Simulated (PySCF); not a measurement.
Compound: CH₈BBi.
Bonds: C1–B2, B2–Bi3. Hydrogens: H4, H5, H6 on C1; H7, H8 on B2; H9, H10, H11 on Bi3.

Method: PySCF 2.14.0, PBE0-D3(BJ)/def2-SVP geometry optimisation, gas phase, def2 core potentials past Kr.

(1) How far are the bound atoms from Bi3?

(2) List the angles at Bi3.

(3) Describe the arrangement about Bi3 in numbers.

(4) What are the other bond lengths?

(5) Give some angles away from the centre.

(6) What are the rotational constants (commonest isotopes, rigid rotor)?

Answers

(1) 4 atoms: H11 1.784 Å, H10 1.787 Å, H9 1.787 Å, B2 2.632 Å. The nearest atom not counted as bound is H7, at 2.95 Å (others tie with it).

(2) 
```tsv
angle	degrees	distance of the outer atoms (Å)
B2–Bi3–H9	123.6	3.92
B2–Bi3–H10	123.5	3.91
B2–Bi3–H11	121.4	3.87
H10–Bi3–H11	93.5	2.60
H9–Bi3–H11	93.4	2.60
H9–Bi3–H10	93.2	2.60
```

(3) Angles from 93.2° to 123.6°; τ4 = (360° − α − β)/141° = 0.80 with α and β the two widest (0 for a square, 1 for a tetrahedron).

(4) C1–B2 1.580 Å; C1–H4, C1–H5, C1–H6 1.103 Å; B2–H7, B2–H8 1.217 Å.

(5) C1–B2–Bi3 104.8°.

(6) A = 18163, B = 2111, C = 1999 MHz: a near-prolate asymmetric top.

Point group: Cs (every atom within 0.08 Å of its image). Charge 0, singlet. Whether it is a minimum is left open (no frequencies).
